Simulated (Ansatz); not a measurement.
Consider the redistribution: `[Cl][GeH]([Cl])[Cl]` + `[OH][InH][Br]` → `[Cl][GeH]([Cl])[Br]` + `[OH][InH][Cl]`.

Program: Ansatz. Geometries: PBE0-D4/def2-TZVP. ΔE: electronic, gas phase. CCSD(T)/CBS adds triple-zeta CCSD(T) − MP2 to the extrapolated MP2 energy (def2 sets, frozen cores). Functionals use def2-TZVPP. HSE06 is defined as in plane-wave codes. def2 core potentials past Kr. For Br, Ge, In outer-core shells are correlated without core-valence functions, which leaves a few kJ/mol of doubt a bond. Scalar relativity is left out up to krypton. One conformer a species, not always the lowest.

```json
{"level": "PBE-D4", "ΔE (kcal/mol)": "0.4"}
{"level": "r2SCAN0", "ΔE (kcal/mol)": "1.0"}
{"level": "HSE06", "ΔE (kcal/mol)": "0.9"}
{"level": "LC-ωPBE", "ΔE (kcal/mol)": "0.9"}
```

What does CCSD(T)/CBS give? (Estimate.)

Ansatz gave: +1.2 kcal/mol. The listed levels differ from it by -0.8, -0.2, -0.3, -0.3 kcal/mol.

What do rigid-rotor, harmonic-oscillator terms from PBE0-D4/def2-TZVP frequencies (298.15 K, 1 bar) make of the CCSD(T)/CBS value? (An estimate is asked.)

Computed: ΔZPE = +0.1 kcal/mol, ΔH = +1.2 kcal/mol, ΔS = 9 J/(mol·K), ΔG = +0.6 kcal/mol.

Largest T1 diagnostic among the species: 0.015.

Leaving LDA and LC-ωPBE aside and taking each functional with its dispersion term where it has one, the values, not all of them listed here, spread over 0.9 kcal/mol, from BLYP-D4 to PBE-QIDH. In def2-TZVPP, CCSD(T) changes the Hartree–Fock value by −0.8 kcal/mol (the triples alone add −0.1 kcal/mol) and MP2 by −0.9 kcal/mol.
